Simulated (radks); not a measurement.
Results of a calculation; reference values are marked as such.
Neutral rubidium inside a hard spherical wall (all orbitals vanish at R), configuration held at [Kr] 5s1 and not refilled when levels cross. Level of theory: scalar-relativistic Kohn-Sham, LDA (Slater exchange, VWN5 correlation), spin-polarised, spherical densities, finite nucleus; open shells are filled with parallel spins first (spin-orbit coupling, left out, can overturn this in heavy ions); Fermi nuclear charge, rms radius 4.2036 fm (a radial shooting solver on a logarithmic mesh with Libxc functionals). Eigenvalues in eV for spin up, with the zero of energy where the potential of the charges vanishes at infinity; a dash marks a level that is unbound or too diffuse for the functional's potential to be trusted. A positive occupied level is held by the wall or, in an anion where self-interaction has pushed it up, behind a barrier. The pressure on the wall is -dE/dV.

R (bohr)  E (hartree)  kinetic (hartree)    e(3d)    e(4s)    e(4p)   e(5s)  e(5p, empty)  e(4d, empty)  pressure (GPa)
free      -2977.63861           3048.512  -104.16  -31.930  -16.011  -2.548        -0.899        -0.112               0
20        -2977.63861           3048.512  -104.15  -31.930  -16.011  -2.548        -0.896        -0.095        < 0.0001
10        -2977.63385           3048.542  -103.85  -31.636  -15.725  -2.276        -0.220         0.502          0.0831
7         -2977.59490           3048.698  -102.90  -30.739  -14.871  -0.782         2.427         2.019            1.58
6         -2977.54337           3048.879  -102.17  -30.086  -14.258   0.908         5.074         3.228            5.03
5         -2977.41176           3049.351  -100.72  -28.896  -13.129   4.751        10.590         5.464            20.0
4         -2976.99035           3050.931  -96.954  -26.069  -10.280  14.989        23.851        10.508             112
3         -2975.12929           3057.648  -85.119  -17.267   -0.500  48.569        62.842        25.304            1010
